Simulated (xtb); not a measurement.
xtb input (GFN2-xTB):

```bash
xtb mol.xyz --gfn 2 --ohess tight --chrg 1 --uhf 0
```
mol.xyz:
```
3

Sc    -0.02876769    -0.01519761    -0.03360818
Br    -0.22273824     1.87370713    -1.54869964
Br     0.22209072    -1.92957831     1.52686668
```

End of the output:

```
   ------------------------------------------------------------------------
    298.15    0.584733E-02    0.738698E-02    0.344885E-01   -0.271015E-01
   ------------------------------------------------------------------------

         :::::::::::::::::::::::::::::::::::::::::::::::::::::
         ::                  THERMODYNAMIC                  ::
         :::::::::::::::::::::::::::::::::::::::::::::::::::::
         :: total free energy          -8.854502037964 Eh   ::
         ::.................................................::
         :: total energy               -8.827400532371 Eh   ::
         :: zero point energy           0.001539658046 Eh   ::
         :: G(RRHO) w/o ZPVE           -0.028641163639 Eh   ::
         :: G(RRHO) contrib.           -0.027101505593 Eh   ::
         :::::::::::::::::::::::::::::::::::::::::::::::::::::

optimized geometry written to: xtbopt.xyz

           -------------------------------------------------
          | TOTAL ENERGY               -8.827400532371 Eh   |
          | TOTAL ENTHALPY             -8.820013547846 Eh   |
          | TOTAL FREE ENERGY          -8.854502037964 Eh   |
          | GRADIENT NORM               0.000105316604 Eh/α |
          | HOMO-LUMO GAP               1.485872790741 eV   |
           -------------------------------------------------

------------------------------------------------------------------------
------------------------------------------------------------------------
 total:
 SCF:
 ANC optimizer:
 analytical hessian:
```

The spin state was set by rule; other spins were not relaxed.
